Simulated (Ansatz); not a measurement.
Start from `N[Si](O)(S)Cl` and change one atom or group to get `N[SiH](O)S`.

Ansatz, PBE0-D4/def2-TZVP geometries, multiplicity 1. Each molecule was computed in one conformer, which needn't be the lowest.

```csv
property,`N[Si](O)(S)Cl`
zero-point energy (PBE0-D4/def2-TZVP) / kJ/mol,138.0
HOMO energy (PBE0/def2-TZVPP) / eV,-7.68
LUMO energy (PBE/def2-TZVPP) / eV,-0.57
size of the dipole moment (ωB97M-V/def2-TZVPP) / D,1.04
LUMO energy (PBE0/def2-TZVPP) / eV,0.34
HOMO–LUMO gap (PBE/def2-TZVPP) / eV,5.82
```

Give the same properties after the change, and the shifts. (Estimate.)

Computed: 
```csv
property,`N[SiH](O)S`,shift
zero-point energy (PBE0-D4/def2-TZVP) / kJ/mol,155.0,17.0
HOMO energy (PBE0/def2-TZVPP) / eV,-7.39,0.29
LUMO energy (PBE/def2-TZVPP) / eV,-0.44,0.13
size of the dipole moment (ωB97M-V/def2-TZVPP) / D,1.07,0.03
LUMO energy (PBE0/def2-TZVPP) / eV,0.47,0.13
HOMO–LUMO gap (PBE/def2-TZVPP) / eV,5.68,-0.14
```

With PBE0 the HOMO rises by 0.29 eV and the LUMO rises by 0.13 eV, so the gap narrows by about 0.16 eV. PBE moves the HOMO by 0.27 eV and ωB97M-V by 0.28 eV. Dipoles are sizes alone; their direction can turn.

Positive LUMOs are unbound, so they and the gaps depend on the basis.
